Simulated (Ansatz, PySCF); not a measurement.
iodoethane (C₂H₅I), SMILES ICC. Atoms are numbered in the order given.

```xyz
8

C     -0.4341    -2.4066     0.0000
C      0.6908    -1.4019     0.0000
I     -0.0202     0.6431     0.0000
H     -1.0711    -2.3035     0.8903
H     -0.0119    -3.4257     0.0000
H     -1.0711    -2.3035    -0.8903
H      1.3246    -1.4749     0.8928
H      1.3246    -1.4749    -0.8928
```

Coordinates come from a PBE0-D3(BJ)/def2-SVP optimisation. The def2 effective core potentials stand for the cores of I; spin–orbit coupling is left out.

Two levels are set side by side: PBE-D3(BJ)/def2-SVP (Ansatz, an electronic-structure program) and PBE0-D3(BJ)/def2-SVP (Ansatz). Each level has its own optimised geometry; the coordinates shown are those of the second. Frequencies come from the Hessian of PySCF at each geometry. Differences are taken from unrounded values.

```csv
quantity,PBE0-D3(BJ),PBE-D3(BJ),PBE-D3(BJ) minus PBE0-D3(BJ)
mean bond length (Å),1.310,1.321,0.011
bond C1–C2 (Å),1.508,1.515,0.007
bond C2–I3 (Å),2.165,2.192,0.027
bond C1–H4 (Å),1.100,1.108,0.008
bond C1–H5 (Å),1.103,1.112,0.009
bond C1–H6 (Å),1.100,1.108,0.008
bond C2–H7 (Å),1.097,1.106,0.008
bond C2–H8 (Å),1.097,1.106,0.008
highest harmonic wavenumber (cm⁻¹),3204,3111,-93
mean harmonic wavenumber (cm⁻¹),1599,1547,-52
zero-point energy (kcal/mol),41.15,39.81,-1.34
```

GGA bonds tend to be longer and softer than those of functionals with exact exchange. Differences between two approximate levels are no errors against the true value.
